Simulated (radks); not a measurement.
Yb2+, configuration [Xe] 4f14. Method: Dirac Kohn-Sham, Slater X-alpha with alpha = 1.009, spin-unpolarised, spherical densities, finite nucleus; Fermi nuclear charge, rms radius 5.3108 fm; computed with a radial shooting solver on a logarithmic mesh with Libxc functionals. Some entries of the table are withheld. Estimate them.

orbital  occ.  eigenvalue (Ry)  <r> (bohr)  <r^2> (bohr^2)
1s1/2       2        -4517.674     0.01964       0.0005285
2s1/2       2        -769.7397     0.08250        0.008102
2p1/2       2        -735.8676     0.06842        0.005809
2p3/2       4        -657.9497     0.07592        0.007014
3s1/2       2        -175.2846      0.2152         0.05306
3p1/2       2        -160.0540      0.2047         0.04881
3p3/2       4        -143.4208      0.2187         0.05550
3d3/2       4        -117.1788         (1)         0.04329
3d5/2       6        -113.5148         (2)         0.04514
4s1/2       2        -35.78608      0.4849          0.2657
4p1/2       2        -29.54043      0.4917          0.2755
4p3/2       4        -25.76367      0.5239          0.3125
4d3/2       4              (3)      0.5472             (4)
4d5/2       6              (5)      0.5586             (6)
5s1/2       2         -5.53894       1.188           1.590
5p1/2       2         -3.80547       1.327           1.999
5p3/2       4         -3.32151       1.432           2.326
4f5/2       6         -1.94087      0.7211          0.6845
4f7/2       8         -1.83374      0.7359          0.7162

Answer. 
(1) 3d3/2 <r> (bohr): 0.1919
(2) 3d5/2 <r> (bohr): 0.1963
(3) 4d3/2 eigenvalue (Ry): -15.38365
(4) 4d3/2 <r^2> (bohr^2): 0.3479
(5) 4d5/2 eigenvalue (Ry): -14.68859
(6) 4d5/2 <r^2> (bohr^2): 0.3624
